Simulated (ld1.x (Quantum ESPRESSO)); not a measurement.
## What one change does to a pseudopotential (Sn, TM)

ld1.x (Quantum ESPRESSO) 7.5 input, shortened:

```
&input
   title='Sn', zed=50., rel=1, dft='PBESOL', iswitch=3,
   config='[Kr] 4d10 5s2 5p0 5d-2'
 /
 &inputp
   pseudotype=2, tm=.true., lloc=-2, rcloc=1.60,
   nlcc=.true., rcore=0.85
 /
3
5S  1  0   2.00   0.00  1.50  1.50  0.0
5P  2  1   0.00   0.00  2.25  2.25  0.0
5D  3  2  -2.00   0.25  2.35  2.35  0.0
 &test
   configts(1)='5s2 5p0'
 /
```

All-electron outer shells of the reference configuration (PBEsol, scalar-relativistic, ld1.x):

| shell | level (eV) | outermost node (bohr) | outermost maximum (bohr) |
| --- | --- | --- | --- |
| 5s | -26.16 | 0.98 | 1.94 |
| 5p | -17.79 | 1.08 | 2.31 |

Change: all radii but the core radius scaled by about 1.19 (s 1.78, p 2.68, d 2.80 bohr); local potential all-electron potential smoothed inside 1.90 bohr (lloc = -2).

Cutoffs: the cutoffs (Ry, on a coarse ladder) from which the occupation-weighted sum of valence levels, in a spherical-Bessel basis at the reference potential, stays within 10 and 1 mRy of its value at 400 Ry; they do not see the model core or the augmentation charge, which bear on the density cutoff. Errors are all-electron minus pseudo energies relative to the spin-unpolarised reference configuration.

Problem. What does the change do?

Solution. The potential gets softer (40 Ry and 140 Ry → 21 Ry and 45 Ry); the bound ghost in s disappears; of the 7 tests that both files solve, the error grows in 4 and shrinks in 3 by more than 15 % and 0.3 meV (median size 22.6 → 18.1 meV). A larger radius leaves more room for a smooth pseudo-wave, so fewer plane waves are needed.

| quantity | base | changed |
| --- | --- | --- |
| cutoff, loose | 40 Ry | 21 Ry |
| cutoff, tight | 140 Ry | 45 Ry |
| bound ghosts | s | none |
| error for 5s2 5p2, meV [ΔE -20.87 eV] | -23 | -37 |
| error for 5s2 5p1, meV [ΔE -13.97 eV] | -10 | -17 |
| error for 5s1 5p0, meV [ΔE 31.01 eV] | -89 | -120 |
| error for 5s2 5p1.5, meV [ΔE -18.24 eV] | -18 | -29 |
| error for 5s1 5p2, meV [ΔE -6.28 eV] | -17 | -5.5 |
| error for 5s0 5p4, meV [ΔE -6.62 eV] | -64 | -18 |
| error for 5s1 5p3, meV [ΔE -13.86 eV] | -25 | -13 |

 A true bound ghost makes a file unfit for plane-wave use even where its test errors are small: the radial tests pick states by their node count and pass the ghost by.
